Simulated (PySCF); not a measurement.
Si(F)2(Cl)(Me) (CH3ClF2Si), SMILES C[Si](F)(F)Cl.

Geometry: PBE0-D3(BJ)/def2-SVP.

All values below come from PBE0/def2-TZVP (PySCF).

```yaml
total_energy: -989.12012 hartree
point_group: Cs
highest_occupied_level: -9.68 eV
lowest_empty_level: 0.76 eV
orbital_gap: 10.44 eV
dipole_moment: 2.42 D
quadrupole, principal values (traceless, Buckingham form, about the centre of nuclear charge): -3.03, -2.04, 5.07 D·Å
mean_static_polarisability: 44.9 bohr³ (6.65 Å³)
polarisability_principal_values: 39.3, 42.4, 53.0 bohr³
```
